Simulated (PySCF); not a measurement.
From one molecule to another.

First species: GaCl2(NMe2), C2H6Cl2GaN.
Structure used (PBE0-D3(BJ)/def2-SVP), in Å, numbered top down from 1:
```
atom  x, y, z in Å
Ga1    0.6861    1.6468   -0.1295
Cl2    2.4558    1.9887   -1.2691
Cl3   -0.2651    3.2888    0.8438
N4     0.0038   -0.0120    0.0030
C5    -1.1678   -0.3068    0.7886
C6     0.5977   -1.1439   -0.6623
H7    -1.9714   -0.7479    0.1681
H8    -1.5658    0.6071    1.2536
H9    -0.9438   -1.0271    1.5989
H10    1.4701   -0.8333   -1.2560
H11    0.9372   -1.9113    0.0599
H12   -0.1213   -1.6319   -1.3481
```

Second species: TcO3Br (singlet state).
SMILES: `[O]=[Tc](=[O])(=[O])[Br]`

Levels: wB97X-D/def2-SVPD for HOMO energy, LUMO energy, HOMO–LUMO gap and static isotropic polarisability; TDDFT wB97X-D/def2-SVPD for lowest singlet excitation; TDA wB97X-D/def2-SVPD for lowest triplet excitation (Tamm–Dancoff). Geometries: PBE0-D3(BJ)/def2-SVP. All species are isolated and taken at one optimised geometry (atoms past krypton carry core potentials, spin–orbit coupling is left out); the electronic structure was computed with PySCF and density fitting.

```csv
property,column X,column Y
HOMO energy,-8.80 eV,-11.49 eV
LUMO energy,0.39 eV,-2.52 eV
HOMO–LUMO gap,9.19 eV,8.97 eV
lowest singlet excitation,4.83 eV,3.96 eV
lowest triplet excitation (Tamm–Dancoff),4.51 eV,3.58 eV
static isotropic polarisability,87.4 au,67.1 au
```

Which column belongs to which species?

Column X is the first species and column Y the second. The first has 12 atoms and 90 electrons, the second 5 and 102.

How does each property change from the first species to the second?

HOMO energy -2.69 eV; LUMO energy -2.91 eV; HOMO–LUMO gap -0.22 eV; lowest singlet excitation -0.87 eV; lowest triplet excitation (Tamm–Dancoff) -0.93 eV; static isotropic polarisability -20.3 au.

On the first: The 15 singlets span 4.83 to 8.42 eV, and their oscillator strengths add up to 0.65. The vertical singlet–triplet gap S1 − T1 is 0.32 eV (TDDFT singlet less Tamm–Dancoff triplet; S1: HOMO→LUMO, weight 0.93; T1: HOMO→LUMO, weight 0.89). The calculation is non-relativistic and has no spin–orbit coupling, an omission that weighs most on gallium.

On the second: The vertical singlet–triplet gap S1 − T1 is 0.38 eV (TDDFT singlet less Tamm–Dancoff triplet). The polarisability is 9.94 Å³ as a volume (1 au = 0.148185 Å³). Atoms past krypton carry effective core potentials; spin–orbit coupling is left out.
